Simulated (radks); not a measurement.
Values are calculated unless marked as measured or tabulated.
Question: These are the eigenvalues of the occupied orbitals of an atom or ion with whole-number occupations (hartree). Level of theory: scalar-relativistic Kohn-Sham, LDA (Slater exchange, VWN5 correlation), spin-polarised, spherical densities, finite nucleus; Fermi nuclear charge, rms radius of each element as measured or else 0.836 A^(1/3) + 0.57 fm (a radial shooting solver on a logarithmic mesh with Libxc functionals).

| orbital | eigenvalue |
|---|---|
| 1s down | -2748.921 |
| 1s up | -2748.921 |
| 2s up | -509.9427 |
| 2s down | -509.9403 |
| 2p up | -449.1496 |
| 2p down | -449.1477 |
| 3s up | -147.6947 |
| 3s down | -147.6485 |
| 3p up | -129.8178 |
| 3p down | -129.7715 |
| 3d up | -109.8577 |
| 3d down | -109.8216 |
| 4s up | -57.76232 |
| 4s down | -57.69556 |
| 4p up | -51.46880 |
| 4p down | -51.40508 |
| 4d up | -43.85669 |
| 4d down | -43.79379 |
| 4f up | -35.81124 |

Which element is it, and in what charge state? The configuration may be excited. Open shells, if any, are filled with parallel spins first.

Answer: Z = 76, osmium, charge +29: Os29+ in [Kr] 4d10 4f1. The list shows which subshells hold electrons but not how many an open one holds; the 1s level, -2748.9 hartree, gives Z - s = 74.1 by -(Z - s)^2/2, which with screening and relativity narrows Z to a few neighbours, and the depths of the outer levels then fix element, charge and occupations together.
